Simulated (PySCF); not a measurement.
Compound: C4H5NO2S.
Atom-mapped SMILES: `[CH3:1][S@:2](=[O:3])[c:4]1[cH:5][n:6][o:7][cH:8]1` (hydrogens: H9, H10, H11 on C1; H12 on C5; H13 on C8)

Geometry (PBE0-D3(BJ)/def2-SVP, Å), atoms numbered from 1 in this order:
```xyz
13
C4H5NO2S angstrom
C      1.959    0.634   -0.016
S      1.146   -0.990    0.053
O      1.251   -1.569   -1.326
C     -0.525   -0.381    0.171
C     -1.268    0.267    1.196
N     -2.516    0.424    0.843
O     -2.632   -0.122   -0.399
C     -1.458   -0.602   -0.798
H      1.571    1.162   -0.898
H      3.033    0.432   -0.130
H      1.771    1.196    0.910
H     -0.939    0.627    2.171
H     -1.397   -1.084   -1.772
```

All values: CAM-B3LYP/def2-SVPD (PySCF, non-relativistic), on one gas-phase PBE0-D3(BJ)/def2-SVP geometry that isn't relaxed in the solvent. The solvent is an IEF-PCM continuum (van der Waals radii × 1.2). The model holds no explicit solvent molecules, cavitation or dispersion.

Gas phase at CAM-B3LYP/def2-SVPD: HOMO -8.58 eV, LUMO 0.06 eV, dipole 3.39 D.

Task: What does the continuum do to the energy, the frontier levels and the dipole at CAM-B3LYP/def2-SVPD in benzene and dimethylsulfoxide?

Result: 
| solvent | ε | E(solvent) − E(gas) (kJ/mol) | polarisation term (kJ/mol) | distortion of the solute (kJ/mol) | HOMO (eV) | LUMO (eV) | dipole (D) |
| --- | --- | --- | --- | --- | --- | --- | --- |
| benzene | 2.271 | -21.44 | -23.47 | 2.03 | -8.56 | 0.15 | 3.95 |
| dimethylsulfoxide | 46.83 | -48.76 | -60.10 | 11.34 | -8.55 | 0.24 | 4.77 |

Polarisation term: ½ Σ q·V over the induced surface charges. Distortion: the rise of the solute's own energy as its density leaves the gas-phase optimum. From benzene to dimethylsulfoxide the lowering changes by a factor 2.27, Onsager's factor (ε − 1)/(2ε + 1) by 2.11 and ε itself by 20.6.

Task: Which radius a makes the point-dipole formula ΔE = −[(ε − 1)/(2ε + 1)]·μ²/a³ give the value in dimethylsulfoxide, with the gas-phase dipole?

Result: μ = 1.332 au and |ΔE| = 0.01857 Eh give a = 1.90 Å; the farthest nucleus lies 3.07 Å from the centroid of the nuclei, so such a sphere wouldn't even hold the nuclei. The formula assumes a rigid point dipole at the centre of a sphere.

Task: Give the dipole vector in the frame of the coordinates (D, pointing from negative to positive charge), gas and dimethylsulfoxide.

Result: Gas (1.95, 2.03, 1.89), solvent (2.71, 2.78, 2.76). Its length changes by +41 % and its direction by 1°.

Task: How does the static polarisability (CAM-B3LYP/def2-SVPD, frozen core, with the continuum's full static response) change?

Result: 
```csv
medium,isotropic (au),principal values (au),⟨r²⟩ of the electrons (bohr²)
gas,78.4,"58.8, 81.7, 94.7",1110.6
benzene,89.5,"66.5, 94.4, 107.6",1111.2
dimethylsulfoxide,106.4,"80.5, 114.0, 124.6",1112.1
```

The isotropic value in dimethylsulfoxide is 1.36 times the gas-phase one; no cavity-field correction is applied. ⟨r²⟩ is taken about the centre of nuclear charge.

The run took about 90 s of CPU time (one thread, shared machine). This is the whole response run at CAM-B3LYP/def2-SVPD in dimethylsulfoxide, SCF included.
